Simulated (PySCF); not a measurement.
## Worked example: oscillator strength and radiative lifetime

Si(SH)(SiH3) (H₄SSi₂), SMILES [SiH3][Si]S (connectivity only; charge and spin as stated), neutral, multiplicity 1.

Geometry optimised at B3LYP-D3(BJ)/def2-TZVP. Other conformers were not sampled.

TDA-B3LYP/def2-SVPD (PySCF) puts the first singlet state with f over 0.02 at 5.00 eV (vertical), with the transition dipole (-0.089, 0.800, 0.000) in atomic units.

Find the oscillator strength, the wavelength and the radiative lifetime that this transition would have in vacuum if emission retraced absorption.


|μ|² = 0.6479 au, so |μ| = 2.05 D. ΔE = 5.00/27.211 = 0.1837 hartree. f = (2/3) ΔE |μ|² = 0.079 (the program prints 0.079).
λ = 1239.84/5.00 = 248 nm; ν = 40328 cm⁻¹.
Einstein's coefficient A = 0.6670 ν² f s⁻¹ (ν in cm⁻¹) = 8.6e7 s⁻¹, so τ = 1/A = 12 ns. This state is S4; the lower singlets have f = 0.005, 0.008, 0.008. The figure is the radiative limit of this one transition; relaxation, internal conversion, crossing to triplets and a medium change what is measured.
